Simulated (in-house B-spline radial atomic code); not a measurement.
# Ionising the gallium ion Ga³⁺ with different functionals

Computed with a radial B-spline atomic code at the basis-set limit: four-component Dirac-Coulomb Hamiltonian, Fermi nucleus of rms radius 3.9973 fm, spin-restricted, spherical fractional occupations for the functionals, and exact exchange of hybrids averaged over the configuration. The ionisation energy is the difference of two self-consistent energies, [Ar] 3d10 → [Ar] 3d9, without Breit or QED terms; ε is the level of the shell that loses the electron (mean over j). The electron is taken from both j subshells in proportion to 2j + 1, so the result is a j average, not the step between ground levels.

```tsv
method	rung	ΔSCF (eV)	-ε(3d) (eV)
B3LYP	global hybrid	63.70	55.38
wB97X	range-separated hybrid	63.25	58.00
LC-wPBE	range-separated hybrid	63.78	58.04
HSE06	range-separated hybrid	63.41	55.44
```

Q: Among the functionals, which spreads more, the ΔSCF values or the orbital energies?

A: The orbital energies: ΔSCF values span about 0.53 eV and the orbital energies 2.66 eV; here energy differences depend much less on the functional than eigenvalues do.

Q: How do they compare with the NIST value?

A: NIST lists 63.24 eV ± 0.009 (measured, ground level to ground level). Errors run from +0.01 to +0.54 eV; wB97X is closest (+0.01 eV), but part of that can be cancellation, since the calculations leave out Breit-QED terms, spin polarisation, the choice among j levels, multiplet and fine-structure energies.
